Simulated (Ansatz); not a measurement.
Consider the ligand exchange at a Ge–N bond: `C[NH][GeH2][Cl]` + HBr → `[Cl][GeH2][Br]` + CH₃NH₂.

Isolated molecules relaxed with PBE0-D4/def2-TZVP in Ansatz; ΔE leaves out vibrations. CCSD(T)/CBS adds triple-zeta CCSD(T) − MP2 to the extrapolated MP2 energy (def2 sets, frozen cores). DFT in def2-TZVPP. For Br, Ge outer-core shells are correlated without core-valence functions, which leaves a few kJ/mol of doubt a bond. Scalar relativity is left out up to krypton. Each species was taken in one conformer, which may not be the lowest.

`C[NH][GeH2][Cl]`:

Z-matrix (Å, degrees):
```
C
N 1 1.452
H 1 1.097 2 114.0
H 1 1.093 2 110.1 3 121.9
H 1 1.093 2 109.5 3 -120.6
Ge 2 1.813 1 119.8 3 73.1
H 2 1.010 1 112.3 3 -64.1
Cl 6 2.179 2 112.1 1 -61.6
H 6 1.530 2 109.0 1 -179.1
H 6 1.531 2 108.6 1 54.2
```

HBr:

Cartesian coordinates in Å:
```
Br 0.406 -0.176 -0.555
H -0.406 0.176 0.555
```

`[Cl][GeH2][Br]`:

```xyz
5

Cl    0.751    1.525   -1.155
Ge    0.118   -0.150    0.019
Br   -1.981    0.280    0.838
H     0.034   -1.367   -0.903
H     1.077   -0.287    1.201
```

CH₃NH₂:

Cartesian coordinates in Å:
```
C 0.155 0.073 0.542
N -0.476 0.101 -0.767
H 1.029 -0.590 0.629
H -0.576 -0.240 1.290
H 0.475 1.082 0.812
H -0.790 -0.824 -1.031
H 0.183 0.399 -1.474
```

```
           level  ΔE (kcal/mol)  difference from CCSD(T)/CBS
       revPBE-D4          -14.2                         -0.6
         PBE0-D4          -15.4                         -1.8
    CAM-B3LYP-D4          -13.6                          0.0
          B2PLYP          -14.6                         -1.0
             PBE          -15.4                         -1.8
           BHLYP          -15.9                         -2.3
CCSD(T)/def2-SVP          -11.3                          2.3
   HF/def2-QZVPP          -16.9                         -3.3
  MP2/def2-QZVPP          -13.6                          0.0
    HF/CBS(def2)          -16.9                         -3.3
     CCSD(T)/CBS          -13.6                            0
```

Largest T1 diagnostic among the species: 0.010.

From BLYP to BHLYP (50 % exact exchange), in def2-TZVPP and without D4, ΔE moves by −0.7 kcal/mol. The D4 term adds +1.0 kcal/mol with B3LYP and +0.6 kcal/mol with PBE0; it sums over pairs of atoms, weighted by their polarisabilities, and B3LYP, whose exchange is more repulsive, gets the larger term. In def2-TZVPP, CCSD(T) changes the Hartree–Fock value by +4.0 kcal/mol (the triples alone add +0.4 kcal/mol) and MP2 by +3.7 kcal/mol.

B3LYP here is the variant with VWN-RPA as its local correlation; programs differ in this.
